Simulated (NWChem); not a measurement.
System: AlF₄ anion; SMILES [F][Al-]([F])([F])[F]

Results from NWChem. Sets without diffuse functions describe the anion's extra electron poorly. All runs use the structure optimised with B3LYP/def2-SVPD. Total energies compare along this basis series because the functional is fixed.

```json
[
 {"level": "PBE/cc-pVDZ", "basis functions": "74", "energy (Ha)": "-641.6645", "highest occupied level (eV)": "-2.53", "orbital gap (eV)": "7.99", "relative time": "1"},
 {"level": "PBE/aug-cc-pVDZ", "basis functions": "119", "energy (Ha)": "-641.7382", "highest occupied level (eV)": "-3.42", "orbital gap (eV)": "6.64", "relative time": "3"},
 {"level": "PBE/cc-pVTZ", "basis functions": "154", "energy (Ha)": "-641.8485", "highest occupied level (eV)": "-3.06", "orbital gap (eV)": "8.02", "relative time": "5"},
 {"level": "PBE/aug-cc-pVTZ", "basis functions": "234", "energy (Ha)": "-641.8688", "highest occupied level (eV)": "-3.44", "orbital gap (eV)": "6.53", "relative time": "10"},
 {"level": "PBE/cc-pVQZ", "basis functions": "279", "energy (Ha)": "-641.9055", "highest occupied level (eV)": "-3.28", "orbital gap (eV)": "7.61", "relative time": "20"}
]
```

The last column is a rough cost ratio, cheapest run = 1.
